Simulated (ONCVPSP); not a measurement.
## Before and after: ONCV potential for oxygen

oxygen, optimised norm-conserving Vanderbilt (ONCV), made with ONCVPSP 4.0.1 (PBE, scalar-relativistic). Core [He], reference 2s2 2p4. Waves: 2s: rc 0.90 bohr, ncon 3, nbas 6, qcut 8.6 1/bohr, 1 projector; 2p: rc 1.85 bohr, ncon 3, nbas 6, qcut 7.1 1/bohr, 2 projectors, debl 3.6 Ha. Local part: polynomial inside 0.80 bohr (lpopt 5, dvloc0 0 Ha). Core correction: Teter function, parameters optimised by the program.

Change: p: nbas 7.

Cutoffs: the cutoffs (Ha) at which the residual kinetic energy of the hardest occupied pseudo-wave falls to 1 and 0.1 mHa per electron; they do not see the model core or the augmentation charge, which bear on the density cutoff. Errors are all-electron minus pseudo energies relative to the spin-unpolarised reference configuration.

Task: What does the change do?

Result: The potential gets neither clearly harder nor softer (33 Ha and 94 Ha → 33 Ha and 94 Ha); the errors of the 4 common tests hardly move; neither file shows a bound ghost.

```tsv
quantity	base	changed
cutoff, loose	33 Ha	33 Ha
cutoff, tight	94 Ha	94 Ha
loose cutoff by channel	s 33 Ha, p 18 Ha	s 33 Ha, p 18 Ha
bound ghosts	none	none
GHOST(+) flags under 300 eV	none	none
error for 2s2 2p3, meV [ΔE 16.43 eV]	+92	+94
error for 2s2 2p2, meV [ΔE 50.02 eV]	+675	+688
error for 2s2 2p1, meV [ΔE 103.89 eV]	+2416	+2460
error for 2s2 2p0, meV [ΔE 180.79 eV]	+6231	+6340
s: phases at 0.91 bohr within 0.05 rad from the reference energy up to (Ha; the scan ends near 5)	to the end of the scan	to the end of the scan
p: phases at 1.88 bohr within 0.05 rad from the reference energy up to (Ha; the scan ends near 5)	to the end of the scan	to the end of the scan
rms error of d²Exc/dni dnj with the model core, mHa	1.01	0.98
```
